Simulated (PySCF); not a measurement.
Choosing a molecule for a target property.

Species are written as SMILES; each is one conformer at its optimised geometry, gas phase, non-relativistic unless stated; the electronic structure was computed with PySCF and density fitting.

The conformers computed, where there is a choice (atom-mapped SMILES and torsion angles):
- `[CH3:1][N:2]([CH3:3])/[CH:4]=[CH:5]\[CH2:6][NH2:7]`: C1–N2–C4–C5 8°, C4–C5–C6–N7 90°, H–N7–C6–C5 -56°, H–N7–C6–C5 60°
- `[O:1]=[C:2]([Cl:3])[c:4]1[cH:5][cH:6][s:7][cH:8]1`: O1–C2–C4–C5 0°
- `[CH3:1]/[CH:2]=[CH:3]\[P:4]=[C:5](\[F:6])[CH:7]([CH3:8])[CH3:9]`: C2–C3–P4–C5 149°, P4–C5–C7–C8 -111°
- `[CH3:1][SiH2:2][CH2:3][SiH2:4][S:5][SiH2:6][CH3:7]`: C1–Si2–C3–Si4 177°, Si2–C3–Si4–S5 63°, C3–Si4–S5–Si6 -175°, Si4–S5–Si6–C7 175°
- `[CH:1]#[C:2][c:3]1[p:4][cH:5][p:6][c:7]([O:8][CH3:9])[p:10]1`: P6–C7–O8–C9 180°
- `[CH2:1]=[CH:2][C@@H:3]([CH3:4])[C@@H:5]([CH3:6])[F:7]`: C1–C2–C3–C4 118°, C2–C3–C5–C6 175°

Task: Wanted: dipole moment above 3 D (PBE0/pcSseg-1) and HOMO energy below -6 eV (PBE0/pcSseg-1), at GFN2-xTB geometries. Which candidate meets both?
A. `[SiH2](S[SiH2]C[SiH2]C)C`
B. `O=C(Cl)C1=CSC=C1`
C. `C/C=C\P=C(\F)C(C)C`
D. `C(=C/CN)/N(C)C`

Result: B. Computed values:
```
                 species  dipole moment  HOMO energy
[SiH2](S[SiH2]C[SiH2]C)C         0.73 D     -7.07 eV
          C(=C/CN)/N(C)C         2.40 D     -5.40 eV
      C/C=C\P=C(\F)C(C)C         2.72 D     -6.44 eV
        O=C(Cl)C1=CSC=C1         3.73 D     -7.83 eV
```

Task: Wanted: HOMO–LUMO gap below 4.4 eV (PBE0/pcSseg-1) and smallest rotational constant below 0.7 GHz (GFN2-xTB), at GFN2-xTB geometries. Which candidate meets both?
A. `C[SiH2]C[SiH2]S[SiH2]C`
B. `CN(C)/C=C\CN`
C. `O=C(Cl)C1=CSC=C1`
D. `C#CC1=PC(OC)=PC=P1`
E. `C=C[C@@H](C)[C@@H](C)F`
F. `C/C=C\P=C(\F)C(C)C`

Result: D. Computed values:
| species | HOMO–LUMO gap | smallest rotational constant |
| --- | --- | --- |
| C#CC1=PC(OC)=PC=P1 | 3.88 eV | 0.466 GHz |
| C/C=C\P=C(\F)C(C)C | 5.00 eV | 0.646 GHz |
| O=C(Cl)C1=CSC=C1 | 5.72 eV | 0.727 GHz |
| CN(C)/C=C\CN | 6.31 eV | 1.257 GHz |
| C[SiH2]C[SiH2]S[SiH2]C | 7.45 eV | 0.394 GHz |
| C=C[C@@H](C)[C@@H](C)F | 7.92 eV | 1.568 GHz |
